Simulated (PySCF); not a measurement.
Br2Si, SMILES Br[Si]Br (connectivity only; charge and spin as stated), charge +1, multiplicity 2.

Geometry optimised at B3LYP-D3(BJ)/def2-TZVP. The spin state was assumed, not searched. The isomer is the one that the SMILES or the coordinates give; other isomers of the formula were not compared.

Computed with TDA-LC-ωPBE/def2-SVPD (PySCF).

Vertical excitations. 

Computed lowest excited states:
| state | energy (eV) | λ (nm) | f | main pairs |
|---|---|---|---|---|
| root 1 | 3.01 | 412 | 0.007 | α HOMO→LUMO 93 % |
| root 2 | 3.21 | 386 | 0.004 | β HOMO→LUMO 96 % |
| root 3 | 3.40 | 365 | 0.000 | β HOMO−1→LUMO 96 % |
| root 4 | 4.10 | 303 | 0.012 | β HOMO−2→LUMO 91 % |
| root 5 | 4.11 | 302 | 0.007 | β HOMO−3→LUMO 92 % |
| root 6 | 4.60 | 269 | 0.002 | α HOMO−2→LUMO 72 %, β HOMO−1→LUMO+1 17 %, β HOMO−4→LUMO 8 % |
| root 7 | 4.62 | 268 | 0.000 | α HOMO−1→LUMO 95 % |
| root 8 | 5.17 | 240 | 0.000 | β HOMO→LUMO+1 95 % |
| root 9 | 5.20 | 238 | 0.001 | α HOMO−3→LUMO 63 %, β HOMO−3→LUMO+1 30 % |
| root 10 | 5.35 | 232 | 0.004 | β HOMO−4→LUMO 62 %, β HOMO−1→LUMO+1 35 % |
Unrestricted roots are not spin-pure.
